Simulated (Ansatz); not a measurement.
Computed with Ansatz on PBE0-D4/def2-TZVP structures; ΔE is electronic, products minus reactants. CCSD(T)/CBS is the MP2 limit (def2-TZVPP, def2-QZVPP) plus CCSD(T) − MP2 in def2-TZVPP, frozen cores. This one scheme is used for every species. Functionals use def2-TZVPP. One conformer a species, not always the lowest.

Consider the formal exchange of groups at the Si–O bond: `B[SiH2]O` + disilane → `B[SiH2][SiH2][SiH3]` + H₂O.

Task: Is it downhill or uphill in electronic energy at CCSD(T)/CBS, and by how much? (An estimate is asked.)

Result: Ansatz gave: Uphill: ΔE = +0.62 eV.

Task: What do these levels give: r2SCAN-D4, PBE0-D4, ωB97M-V, HF/def2-SVP, MP2/def2-SVP, CCSD/def2-SVP? (Best estimate.)

Result: Computed: r2SCAN-D4 0.60, PBE0-D4 0.48, ωB97M-V 0.71, HF/def2-SVP 0.88, MP2/def2-SVP 0.63, CCSD/def2-SVP 0.63 eV.

Task: What do rigid-rotor, harmonic-oscillator terms from PBE0-D4/def2-TZVP frequencies (298.15 K, 1 bar) make of the CCSD(T)/CBS value? (Best estimate.)

Result: Computed: ΔZPE = +0.03 eV, ΔH = +0.69 eV, ΔS = 11 J/(mol·K), ΔG = +0.65 eV. Modes under 50 cm⁻¹ make the entropy rough.

Largest T1 diagnostic among the species: 0.014.

From BLYP to BHLYP (50 % exact exchange), in def2-TZVPP and without D4, ΔE moves by +0.12 eV. In def2-TZVPP, CCSD(T) changes the Hartree–Fock value by −0.38 eV (the triples alone add −0.06 eV) and MP2 by −0.34 eV.
